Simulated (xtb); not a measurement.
Job for xtb: GFN2-xTB on C2H4O2 (SMILES COC=O), a point of a torsion scan.

```
$ xtb mol.xyz --gfn 2 --opt vtight --chrg 0 --uhf 0 --input xcontrol
8

C     -1.03539543    -0.16867550     0.10489155
O      0.28174589    -0.65032193     0.18963595
C      1.40807736     0.08738936    -0.12306246
O      1.82680550     0.89643415     0.74378235
H     -1.25591193     0.42549966    -0.79241641
H     -1.72098289    -1.03796361     0.15838691
H     -1.29652670     0.44611336     0.99769961
H      1.88239460    -0.05544520    -1.08839810
$constrain
  force constant=1.0
  dihedral: 1,2,3,4,80.0
$end
```

Program output:

```
[...]
           -------------------------------------------------
          |                Calculation Setup                |
           -------------------------------------------------



           -------------------------------------------------
          |                 G F N 2 - x T B                 |
           -------------------------------------------------

        Reference                      10.1021/acs.jctc.8b01176
      * Hamiltonian:
        H0-scaling (s, p, d)           1.850000    2.230000    2.230000
        zeta-weighting                 0.500000
      * Dispersion:
        s8                             2.700000
        a1                             0.520000
        a2                             5.000000
        s9                             5.000000
      * Repulsion:
        kExp                           1.500000    1.000000
        rExp                           1.000000
      * Coulomb:
        alpha                          2.000000
        third order                    shell-resolved
        anisotropic                    true
        a3                             3.000000
        a5                             4.000000
        cn-shift                       1.200000
        cn-exp                         4.000000
        max-rad                        5.000000


          ...................................................
          :                      SETUP                      :
          :.................................................:
          :  # basis functions                  20          :
          :  # atomic orbitals                  20          :
          :  # shells                           12          :
          :  # electrons                        24          :
          :  max. iterations                   250          :
          :  Hamiltonian                  GFN2-xTB          :
          :  restarted?                      false          :
          :  GBSA solvation                  false          :
          :  PC potential                    false          :
          :  electronic temp.          300.0000000     K    :
          :  accuracy                    1.0000000          :
          :  -> integral cutoff          0.2500000E+02      :
          :  -> integral neglect         0.1000000E-07      :
          :  -> SCF convergence          0.1000000E-05 Eh   :
          :  -> wf. convergence          0.1000000E-03 e    :
          :  Broyden damping             0.4000000          :
          :  net charge                          0          :
          :  unpaired electrons                  0          :
          ...................................................

 iter      E             dE          RMSdq      gap      omega  full diag
   1    -14.4503134 -0.144503E+02  0.592E+00    4.74       0.0  T
   2    -14.4949118 -0.445984E-01  0.294E+00    3.43       1.0  T
   3    -14.5008197 -0.590786E-02  0.205E+00    3.85       1.0  T
   4    -14.5086955 -0.787586E-02  0.255E-01    3.58       1.0  T
   5    -14.5087901 -0.945835E-04  0.882E-02    3.66       1.0  T
   6    -14.5087975 -0.731918E-05  0.400E-02    3.66       1.0  T
   7    -14.5087978 -0.348958E-06  0.612E-03    3.66       5.8  T
   8    -14.5087978  0.158229E-08  0.273E-03    3.66      12.9  T
   9    -14.5087978 -0.429166E-07  0.713E-04    3.66      49.6  T
  10    -14.5087978 -0.137754E-08  0.185E-04    3.66     191.6  T

   *** convergence criteria satisfied after 10 iterations ***

         #    Occupation            Energy/Eh            Energy/eV
      -------------------------------------------------------------
         1        2.0000           -0.7428556             -20.2141
       ...           ...                  ...                  ...
         6        2.0000           -0.5801085             -15.7856
         7        2.0000           -0.5748612             -15.6428
         8        2.0000           -0.5309088             -14.4468
         9        2.0000           -0.5220115             -14.2047
        10        2.0000           -0.4886621             -13.2972
        11        2.0000           -0.4419794             -12.0269
        12        2.0000           -0.4362137             -11.8700 (HOMO)
        13                         -0.3017300              -8.2105 (LUMO)
        14                         -0.0112045              -0.3049
        15                          0.1067275               2.9042
        16                          0.1173387               3.1929
        17                          0.1367081               3.7200
       ...                                ...                  ...
        20                          0.4109555              11.1827
      -------------------------------------------------------------
                  HL-Gap            0.1344836 Eh            3.6595 eV
             Fermi-level           -0.3689719 Eh          -10.0402 eV

 SCC (total)                   0 d,  0 h,  0 min,  0.007 sec
 SCC setup         
[...]
   3.4022
        17                          0.1656021               4.5063
       ...                                ...                  ...
        20                          0.6299673              17.1423
      -------------------------------------------------------------
                  HL-Gap            0.1542895 Eh            4.1984 eV
             Fermi-level           -0.3561558 Eh           -9.6915 eV

 SCC (total)                   0 d,  0 h,  0 min,  0.003 sec
 SCC setup                      ...        0 min,  0.000 sec (  2.947%)
 Dispersion                     ...        0 min,  0.000 sec (  1.080%)
 classical contributions        ...        0 min,  0.000 sec (  0.507%)
 integral evaluation            ...        0 min,  0.001 sec ( 22.803%)
 iterations                     ...        0 min,  0.001 sec ( 20.174%)
 molecular gradient             ...        0 min,  0.002 sec ( 47.668%)
 printout                       ...        0 min,  0.000 sec (  4.308%)

         :::::::::::::::::::::::::::::::::::::::::::::::::::::
         ::                     SUMMARY                     ::
         :::::::::::::::::::::::::::::::::::::::::::::::::::::
         :: total energy             -14.419246982429 Eh    ::
         :: gradient norm              0.000126425493 Eh/a0 ::
         :: HOMO-LUMO gap              4.198429735821 eV    ::
         ::.................................................::
         :: SCC energy               -14.545071921614 Eh    ::
         :: -> isotropic ES            0.037774161794 Eh    ::
         :: -> anisotropic ES          0.002461695783 Eh    ::
         :: -> anisotropic XC          0.001098621672 Eh    ::
         :: -> dispersion             -0.002862211733 Eh    ::
         :: repulsion energy           0.125724855393 Eh    ::
         :: add. restraining           0.000100083792 Eh    ::
         :: total charge               0.000000000000 e     ::
         :::::::::::::::::::::::::::::::::::::::::::::::::::::

           -------------------------------------------------
          |                Property Printout                |
           -------------------------------------------------

    * Orbital Energies and Occupations

         #    Occupation            Energy/Eh            Energy/eV
      -------------------------------------------------------------
         1        2.0000           -0.7528073             -20.4849
         2        2.0000           -0.7384761             -20.0950
         3        2.0000           -0.6785894             -18.4654
         4        2.0000           -0.6307953             -17.1648
         5        2.0000           -0.6102433             -16.6056
         6        2.0000           -0.5885918             -16.0164
         7        2.0000           -0.5797885             -15.7768
         8        2.0000           -0.5360958             -14.5879
         9        2.0000           -0.5308040             -14.4439
        10        2.0000           -0.4964212             -13.5083
        11        2.0000           -0.4511991             -12.2778
        12        2.0000           -0.4333006             -11.7907 (HOMO)
        13                         -0.2790111              -7.5923 (LUMO)
        14                          0.0159459               0.4339
        15                          0.1156187               3.1461
        16                          0.1250297               3.4022
        17                          0.1656021               4.5063
        18                          0.1812998               4.9334
        19                          0.2553848               6.9494
        20                          0.6299673              17.1423
      -------------------------------------------------------------
                  HL-Gap            0.1542895 Eh            4.1984 eV
             Fermi-level           -0.3561558 Eh           -9.6915 eV

     #   Z          covCN         q      C6AA      α(0)
     1   6 C        3.646     0.038    20.266     6.469
     2   8 O        1.703    -0.288    18.784     5.852
     3   6 C        2.655     0.348    21.087     7.513
     4   8 O        0.856    -0.311    19.987     5.994
     5   1 H        0.924     0.050     2.322     2.383
Note: The following floating-point exceptions are signalling: IEEE_UNDERFLOW_FLAG IEEE_DENORMAL
normal termination of xtb
     6   1 H        0.925     0.082     1.963     2.191
     7   1 H        0.924     0.060     2.202     2.320
     8   1 H        0.922     0.022     2.703     2.571

 Mol. C6AA /au·bohr⁶  :        569.672340
 Mol. C8AA /au·bohr⁸  :      11912.299393
 Mol. α(0) /au        :         35.293972


Wiberg/Mayer (AO) data.
largest (>0.10) Wiberg bond orders for each atom

 ---------------------------------------------------------------------------
     #   Z sym  total        # sym  WBO       # sym  WBO       # sym  WBO
 ---------------------------------------------------------------------------
     1   6 C    3.918 --     7 H    0.980     5 H    0.980     6 H    0.979
                             2 O    0.931
     2   8 O    2.176 --     3 C    1.064     1 C    0.931     4 O    0.127
     3   6 C    3.913 --     4 O    1.907     2 O    1.064     8 H    0.916
     4   8 O    2.119 --     3 C    1.907     2 O    0.127
     5   1 H    0.998 --     1 C    0.980
     6   1 H    0.993 --     1 C    0.979
     7   1 H    0.996 --     1 C    0.980
     8   1 H    1.000 --     3 C    0.916
 ---------------------------------------------------------------------------

Topologies differ in total number of bonds
Writing topology from bond orders to xtbtopo.mol

molecular dipole:
                 x           y           z       tot (Debye)
 q only:       -0.842      -0.034      -0.528
   full:       -0.883      -0.020      -0.705       2.872
molecular quadrupole (traceless):
                xx          xy          yy          xz          yz          zz
 q only:        0.878      -1.126      -0.756      -3.155      -1.070      -0.122
  q+dip:       -0.477      -1.544      -0.857      -4.330      -1.568       1.334
   full:        0.242      -2.203      -0.585      -4.114      -1.878       0.343

           -------------------------------------------------
          |                Geometry Summary                 |
           -------------------------------------------------

      molecular mass/u    :       60.0520446
   center of mass at/Å    :        0.5739631       0.0015580       0.2304942
  moments of inertia/u·Å² :        0.1938064E+02   0.9149989E+02   0.1009680E+03
rotational constants/cm⁻¹ :        0.8698181E+00   0.1842366E+00   0.1669602E+00

 * 6 selected distances

     #   Z          #   Z                                           value/Å
     1   6 C        2   8 O                                       1.4217677 (max)
     2   8 O        3   6 C                                       1.3514967
     3   6 C        4   8 O                                       1.1885380
     1   6 C        5   1 H                                       1.0940546
     1   6 C        6   1 H                                       1.0876097 (min)
     1   6 C        7   1 H                                       1.0937367

 * 2 distinct bonds (by element types)

   Z      Z             #   av. dist./Å        max./Å        min./Å
   1 H    6 C           3     1.0918003     1.0940546     1.0876097
   6 C    8 O           3     1.3206008     1.4217677     1.1885380


optimized geometry written to: xtbopt.xyz


           -------------------------------------------------
          | TOTAL ENERGY              -14.419246982429 Eh   |
          | GRADIENT NORM               0.000126425493 Eh/α |
          | HOMO-LUMO GAP               4.198429735821 eV   |
           -------------------------------------------------

------------------------------------------------------------------------
------------------------------------------------------------------------
 total:
 SCF:
 ANC optimizer:
```

The run finished.

Warnings raised: the energy holds the restraint's term.

Cost: roughly 0.13 core-seconds.
